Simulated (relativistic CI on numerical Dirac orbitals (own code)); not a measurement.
Hyperfine structure of Te XLVIII, mass number 123

Calculated at this level of theory: Dirac-Coulomb-Breit CI, KLI orbitals optimised for each configuration, a model potential for QED, unscaled Slater integrals (own radial code, finite nucleus).

CI space (outside the closed core 1s2): 2s2.2p, 2s.2p2, 2p3, 2p2.3s, 2p2.3p, 2p2.3d, 2s2.3s, 2s2.3p, 2s2.3d, 2s.2p.3s, 2s.2p.3p, 2s.2p.3d, 2s2.4s, 2s2.4p, 2s2.4d, 2s2.4f. Levels of other configurations are missing.

Nuclear spin I = 1/2, μ = -0.7358 μN (tables of Stone and Pyykkö). The electronic factors are computed for point nuclear moments, without core polarisation or the Bohr-Weisskopf and QED corrections.

```csv
Level,E (Ry),A (GHz)
2s2.2p 2P°_1/2,0.0000,-2633
2s.2p2 4P_1/2,11.3404,-7902
2s2.2p 2P°_3/2,22.3220,-412
2s.2p2 4P_3/2,30.2120,-2096
2s.2p2 2D_5/2,32.4838,-2397
2s.2p2 2D_3/2,36.0640,-16.31
2s.2p2 2P_1/2,36.1268,2528
2s.2p2 4P_5/2,53.9024,-1999
```

Levels with J = 0, under 50 % of one LS term, or S terms without an open s electron are left out. Small factors come from cancelling terms and can be off by tens of per cent or more.

At this charge energies of transitions that change n are usually good to better than 1 %, and those within a shell (Δn = 0) to a few per cent.

Problem. Give the hyperfine levels of 2s2.2p 2P°_1/2 relative to its centre of gravity.

Solution. With K = F(F + 1) − I(I + 1) − J(J + 1), E = AK/2: F = 0: 1975, F = 1: -658.3 GHz.

LS names give the leading component of a level, which can be under half, so a name can repeat, a term be missing and a line seem to break the LS rules.
